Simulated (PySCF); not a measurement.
NICS in one family of compounds.

Definitions: NICS(0) = −σiso at the ring centroid; NICS(1) = −σiso and NICS(1)zz = −σzz at ±1 Å along the ring normal z. Level: GIAO PBE0/pcSseg-1 (PySCF, non-relativistic, gas phase) on the GFN2-xTB geometries, one conformer each. Atom numbers follow the mapped SMILES.

Problem. Order these rings by mean NICS(1)zz, lowest (most negative) first (ppm).
A. ring C6–N7–N8–N9–C10 in `[F:1][c:2]1[cH:3][cH:4][cH:5][c:6]2[n-:7][n:8][n:9][c:10]12` (charge -1)
B. ring C1–C2–C3–C4–C8–C9 in `[cH:1]1[cH:2][cH:3][c:4]2[n-:5][n:6][n:7][c:8]2[cH:9]1` (charge -1)
C. ring C1–C2–C3–C7–C11–C12 in `[cH:1]1[cH:2][c:3]([CH:4]2[CH2:5][CH2:6]2)[c:7]2[n:8][n:9][n-:10][c:11]2[cH:12]1` (charge -1)
D. ring C8–N9–N10–N11–C12 in `[CH3:1][N:2]([CH3:3])[c:4]1[cH:5][cH:6][cH:7][c:8]2[n-:9][n:10][n:11][c:12]12` (charge -1)
E. ring C3–C4–C5–C6–C10–C11 in `[CH2:1]=[CH:2][c:3]1[cH:4][cH:5][c:6]2[n-:7][n:8][n:9][c:10]2[cH:11]1` (charge -1)

Solution. A (-42.4), D (-40.5), B (-29.9), C (-27.9), E (-26.0).

```tsv
SMILES	ring	NICS(0)	NICS(1)	NICS(1)zz	HOMA	rms pucker (Å)	ring atoms with four or more neighbours
Fc1cccc2[n-]nnc12	5-membered ring with 3 N; formal bonds all aromatic	-14.3	-16.6	-42.4	0.84	0.00	0
CN(C)c1cccc2[n-]nnc12	5-membered ring with 3 N; formal bonds all aromatic	-13.5	-15.9	-40.5	0.89	0.00	0
c1ccc2[n-]nnc2c1	6-membered carbocycle; formal bonds all aromatic	-10.0	-11.8	-29.9	0.87	0.00	0
c1cc(C2CC2)c2nn[n-]c2c1	6-membered carbocycle; formal bonds all aromatic	-9.9	-11.5	-27.9	0.87	0.00	0
C=Cc1ccc2[n-]nnc2c1	6-membered carbocycle; formal bonds all aromatic	-8.6	-10.8	-26.0	0.84	0.00	0
```

NICS(0) gives the same order. The isotropic NICS(1) gives the same order. HOMA uses Krygowski's 1993 parameters. NICS(1) and NICS(1)zz are means over the two faces.
